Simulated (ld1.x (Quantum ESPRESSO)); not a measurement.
## Reading a pseudo-wave (titanium (Ti))

Columns: radius, all-electron u(r) and pseudo u(r) of the 3d shell (level -7.59 eV) of titanium in the configuration [Ar] 3d2 4s1.5 4p0; revPBE, scalar-relativistic, PAW scheme, ld1.x (Quantum ESPRESSO) 7.5.

```tsv
r (bohr)	all-electron	pseudo
0.202	0.1451	0.0119
0.405	0.4381	0.0855
0.607	0.6511	0.2385
0.810	0.7569	0.4342
1.012	0.7788	0.6025
1.215	0.7519	0.6911
1.418	0.7009	0.6920
1.620	0.6409	0.6411
1.822	0.5795	0.5795
2.025	0.5206	0.5206
2.228	0.4662	0.4662
2.430	0.4171	0.4171
2.632	0.3729	0.3729
2.835	0.3329	0.3329
3.037	0.2970	0.2970
3.240	0.2642	0.2642
3.442	0.2347	0.2347
3.645	0.2079	0.2079
3.847	0.1839	0.1839
4.050	0.1622	0.1622
4.252	0.1429	0.1429
4.455	0.1257	0.1257
4.658	0.1104	0.1104
4.860	0.0970	0.0970
5.062	0.0852	0.0852
5.265	0.0748	0.0748
```

Problem. How many radial nodes do the two functions have?

Solution. The all-electron 3d function has n − l − 1 = 0; the pseudo-wave has 0.

Problem. At about which radius was the pseudo-wave matched?

Solution. 1.80 bohr, where the columns begin to agree (steps of 0.20 bohr).

Problem. Where does each function peak?

Solution. Outermost all-electron maximum near 1.01 bohr, pseudo maximum near 1.42 bohr (to the table’s step).

Problem. Is the pseudo-wave norm-conserving?

Solution. No, it belongs to a PAW set: the norm inside the radius is not constrained, and the difference is carried by the augmentation charge.
